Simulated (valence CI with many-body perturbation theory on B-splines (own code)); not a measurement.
**As19+: electric-dipole lines**

Method: valence CI with perturbative core correlation (CI+MBPT): four valence electrons over a frozen Dirac-Fock core [Ne], radial functions for each j: 11 s, 11 p, 10 d, 8 f, 5 g, 2 h, with the one-electron correlation potential Σ1, the two-electron term Σ2, the three-electron term Σ3, Breit, model QED; selected CI, second order for the rest, scaled by the run's own slope (own B-spline code, finite nucleus).

No measured spectrum was set against this ion. As an estimate, levels of excited configurations hold to 0.05 to 0.15 % of their energy, terms of the ground configuration to about 0.5 %. Among the levels kept, up to 840 cm⁻¹ of a level comes from second order outside the variational space, and about a tenth of that is noise between levels of different J, which matters for small intervals.

Lines 151 to 200 of 567 in falling wavelength, among levels below 1863700 cm⁻¹, chosen from the strongest by gf and those to the six lowest levels. Wavelengths and rates use the calculated energies, so an error of 300 cm⁻¹ moves a line at 175.7 Å by 0.053 % and its rate by three times that or more. Electric multipoles are in the length gauge, E1 and E2 with the static RPA response of the core. Weak lines are less certain than strong ones. Lines between different terms over intervals too small for the method are left out, as are lines whose strength nearly cancels. Where a level lies close to another of its J and parity, the split of strength between their lines is uncertain. The highest levels of a list are the least certain.

Names give the largest LS component (configuration and term), which can be under half, so a name can repeat, a term be missing and a line seem to break the LS rules; names also repeat where a configuration has a term twice. Letters in brackets count levels of one name in rising energy.

| λ vac (Å) | Upper | Lower | A (s⁻¹) | S (a.u.) with core polarisation | S without |
| --- | --- | --- | --- | --- | --- |
| 175.7 | 3p³3d ¹D°_2 [b] | 3s3p²3d ¹F_3 [a] | 6.16e+09 | 8.24e-02 | 8.49e-02 |
| 175.5 | 3s²3p3d ³D°_1 | 3s²3p² ¹S_0 | 6.41e+06 | 5.13e-05 | 5.15e-05 |
| 174.9 | 3p³3d ⁵D°_2 | 3s3p²3d ⁵F_3 | 8.17e+09 | 1.08e-01 | 1.11e-01 |
| 174.9 | 3s3p3d² ³D°_2 | 3s3p²3d ³P_1 [b] | 1.29e+10 | 1.71e-01 | 1.76e-01 |
| 174.4 | 3s3p²3d ¹D_2 [a] | 3s²3p3d ³P°_2 [a] | 8.28e+09 | 1.08e-01 | 1.12e-01 |
| 174.3 | 3p³3d ³D°_1 [c] | 3s3p²3d ³P_0 [b] | 1.08e+10 | 8.48e-02 | 8.72e-02 |
| 174.3 | 3p³3d ³D°_2 [b] | 3s3p²3d ³P_2 [a] | 4.74e+09 | 6.19e-02 | 6.37e-02 |
| 174.1 | 3p³3d ³D°_1 [c] | 3s3p²3d ³D_2 [c] | 8.89e+09 | 6.95e-02 | 7.16e-02 |
| 174.1 | 3s3p3d² ³G°_3 [a] | 3s3p²3d ³P_2 [b] | 1.02e+10 | 1.86e-01 | 1.92e-01 |
| 173.9 | 3s3p²3d ³P_2 [b] | 3s²3p3d ³F°_3 | 7.39e+09 | 9.60e-02 | 9.89e-02 |
| 173.8 | 3p³3d ³D°_2 [c] | 3s3p²3d ³P_1 [b] | 8.00e+09 | 1.04e-01 | 1.07e-01 |
| 173.8 | 3s3p3d² ³G°_3 [b] | 3s3p²3d ³P_2 [b] | 8.77e+09 | 1.59e-01 | 1.64e-01 |
| 173.7 | 3s3p3d² ³G°_4 [a] | 3s3p²3d ³D_3 [b] | 4.94e+09 | 1.15e-01 | 1.18e-01 |
| 173.4 | 3p³3d ⁵D°_1 | 3s3p²3d ⁵F_2 | 1.17e+10 | 9.04e-02 | 9.31e-02 |
| 173.1 | 3s3p3d² ³G°_3 [a] | 3s3p²3d ³F_4 [b] | 4.52e+09 | 8.11e-02 | 8.36e-02 |
| 173.1 | 3p⁴ ³P_2 | 3s3p³ ⁵S°_2 | 2.71e+08 | 3.48e-03 | 3.58e-03 |
| 172.9 | 3s3p²3d ¹P_1 [b] | 3s²3p3d ³P°_0 | 1.17e+10 | 8.95e-02 | 9.22e-02 |
| 172.8 | 3s3p3d² ³G°_3 [b] | 3s3p²3d ³F_4 [b] | 3.50e+09 | 6.24e-02 | 6.43e-02 |
| 172.6 | 3p³3d ¹F°_3 | 3s3p²3d ¹G_4 | 1.02e+10 | 1.82e-01 | 1.87e-01 |
| 171.9 | 3s3p3d² ³G°_4 [b] | 3s3p²3d ³F_3 [c] | 7.37e+09 | 1.66e-01 | 1.71e-01 |
| 171.2 | 3s3p²3d ¹P_1 [b] | 3s²3p3d ¹D°_2 | 1.91e+10 | 1.42e-01 | 1.46e-01 |
| 171.0 | 3p³3d ⁵D°_2 | 3s3p²3d ⁵F_2 | 9.78e+09 | 1.21e-01 | 1.24e-01 |
| 170.8 | 3p³3d ⁵D°_1 | 3s3p²3d ⁵F_1 | 1.34e+10 | 9.86e-02 | 1.02e-01 |
| 170.6 | 3p³3d ⁵D°_3 | 3s3p²3d ⁵F_3 | 9.22e+09 | 1.58e-01 | 1.63e-01 |
| 170.5 | 3s3p²3d ³D_2 [d] | 3s²3p3d ³F°_3 | 1.28e+10 | 1.56e-01 | 1.61e-01 |
| 170.0 | 3s3p²3d ¹D_2 [c] | 3s²3p3d ¹P°_1 | 3.17e+10 | 3.85e-01 | 3.96e-01 |
| 170.0 | 3s3p²3d ³D_3 [a] | 3s3p³ ¹D°_2 | 3.81e+09 | 6.47e-02 | 6.66e-02 |
| 169.8 | 3s3p²3d ³P_2 [c] | 3s²3p3d ³D°_3 | 3.79e+10 | 4.58e-01 | 4.72e-01 |
| 169.8 | 3s3p²3d ³F_4 [c] | 3s²3p3d ³F°_4 | 4.86e+10 | 1.06e+00 | 1.09e+00 |
| 169.4 | 3p³3d ³D°_2 [c] | 3s3p²3d ¹P_1 [a] | 4.68e+09 | 5.62e-02 | 5.78e-02 |
| 169.4 | 3s3p3d² ⁵P°_3 [a] | 3s3p²3d ¹G_4 | 4.64e+09 | 7.79e-02 | 8.02e-02 |
| 169.0 | 3s3p²3d ³D_3 [c] | 3s²3p3d ³F°_4 | 4.90e+10 | 8.17e-01 | 8.41e-01 |
| 168.9 | 3p³3d ³D°_1 [b] | 3s3p²3d ³F_2 [a] | 1.51e+10 | 1.08e-01 | 1.11e-01 |
| 168.6 | 3s3p3d² ³G°_4 [b] | 3s3p²3d ³D_3 [b] | 3.32e+09 | 7.07e-02 | 7.27e-02 |
| 168.6 | 3s3p²3d ³F_3 [c] | 3s²3p3d ³F°_3 | 3.08e+10 | 5.09e-01 | 5.25e-01 |
| 168.5 | 3s3p3d² ³H°_4 | 3s3p²3d ¹F_3 [a] | 3.54e+09 | 7.52e-02 | 7.73e-02 |
| 168.1 | 3s3p³ ³S°_1 | 3s²3p² ³P_2 | 5.93e+10 | 4.17e-01 | 4.30e-01 |
| 168.0 | 3p³3d ³D°_2 [c] | 3s3p²3d ³F_3 [b] | 7.22e+09 | 8.46e-02 | 8.71e-02 |
| 168.0 | 3p³3d ¹D°_2 [b] | 3s3p²3d ³D_2 [a] | 8.13e+09 | 9.51e-02 | 9.79e-02 |
| 167.8 | 3s3p3d² ³G°_3 [a] | 3s3p²3d ³D_2 [c] | 7.53e+09 | 1.23e-01 | 1.26e-01 |
| 167.6 | 3s3p²3d ³F_2 [b] | 3s²3p3d ³F°_3 | 3.04e+10 | 3.53e-01 | 3.64e-01 |
| 167.4 | 3s3p³ ¹P°_1 | 3s²3p² ¹D_2 | 5.10e+10 | 3.54e-01 | 3.65e-01 |
| 167.4 | 3s3p²3d ³D_2 [e] | 3s²3p3d ³D°_1 | 4.84e+09 | 5.60e-02 | 5.76e-02 |
| 166.7 | 3s3p²3d ³P_1 [a] | 3s3p³ ³P°_2 | 1.58e+10 | 1.08e-01 | 1.12e-01 |
| 166.5 | 3s3p²3d ³P_2 [c] | 3s²3p3d ¹D°_2 | 1.64e+10 | 1.86e-01 | 1.92e-01 |
| 166.5 | 3p³3d ³D°_3 [b] | 3s3p²3d ³F_4 [a] | 1.49e+10 | 2.38e-01 | 2.45e-01 |
| 166.4 | 3s3p²3d ¹D_2 [b] | 3s²3p3d ³D°_1 | 1.17e+10 | 1.34e-01 | 1.38e-01 |
| 166.2 | 3s3p3d² ³G°_5 | 3s3p²3d ³F_4 [b] | 1.02e+10 | 2.54e-01 | 2.62e-01 |
| 165.9 | 3s3p²3d ³D_3 [d] | 3s²3p3d ³P°_2 [a] | 1.99e+10 | 3.15e-01 | 3.24e-01 |
| 165.9 | 3s3p3d² ³F°_2 | 3s3p²3d ³G_3 | 1.93e+10 | 2.17e-01 | 2.24e-01 |
